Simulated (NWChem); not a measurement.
# Si₂H₃OF₃; SMILES F[SiH](F)O[SiH2]F

```xyz
9

Si     0.4968    -1.7044    -0.3736
F     -0.6629    -2.5445     0.3560
O      0.5663    -0.1993     0.2969
Si    -0.1238     1.2702     0.4126
F      0.8675     2.3627    -0.1985
F     -1.4581     1.2972    -0.4686
H      1.7913    -2.3671    -0.1170
H      0.1637    -1.6036    -1.8111
H     -0.4269     1.6062     1.8073
```
Atoms are numbered in this order, from 1.

Computed with NWChem. All runs use the structure optimised with B3LYP/6-31G* (spherical d). Total energies compare along this basis series because the functional is fixed.

| level | basis functions | energy (Ha) | highest occupied level (eV) | orbital gap (eV) | dipole (D) |
|---|---|---|---|---|---|
| PBE/cc-pVDZ | 107 | -955.1217 | -7.96 | 7.81 | 0.91 |
| PBE/aug-cc-pVDZ | 173 | -955.1717 | -8.17 | 7.31 | 1.05 |
| PBE/cc-pVTZ | 230 | -955.3330 | -8.11 | 7.66 | 0.91 |
